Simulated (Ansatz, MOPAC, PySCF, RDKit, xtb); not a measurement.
Noncovalent pair: C2H4 (SMILES C=C) (first 6 atoms) with CH4O (SMILES CO); geometry from B3LYP-D3(BJ)/def2-TZVP, rigid monomers moved along the line of their centres of mass till C2···H12 is 3.39 Å.
(charge 0, multiplicity 1):
```xyz
12

C      0.5947    -0.2668    -0.0486
C     -0.6463     0.2019    -0.0443
H      0.8193    -1.2824    -0.3511
H      1.4361     0.3478     0.2483
H     -0.8696     1.2185     0.2562
H     -1.4879    -0.4110    -0.3431
C      0.1377     0.3503     4.7154
O     -0.3273    -0.8603     4.1444
H      1.1744     0.5705     4.4340
H      0.0961     0.2330     5.7979
H     -0.4885     1.2070     4.4390
H     -0.2953    -0.7715     3.1836
```

Counterpoise-corrected where a basis set is named; no monomer relaxation.

The state reached by AM1 isn't checked.

Programs: Ansatz (a program for electronic structure) with Gaussian orbitals; MOPAC for AM1 (differences of heats of formation); PySCF for the dispersion terms; RDKit for the force fields; xtb for the GFN methods. Each number belongs to the level named beside it.

Task: One of these levels gives -0.59 kcal/mol for the interaction energy. Which one is it?
A. PBE0-D3(BJ)/def2-TZVPPD
B. MMFF94
C. GFN1-xTB
D. AM1

Result: C, GFN1-xTB. The others give -1.00 (MMFF94), -0.11 (AM1), -1.60 (PBE0-D3(BJ)/def2-TZVPPD)
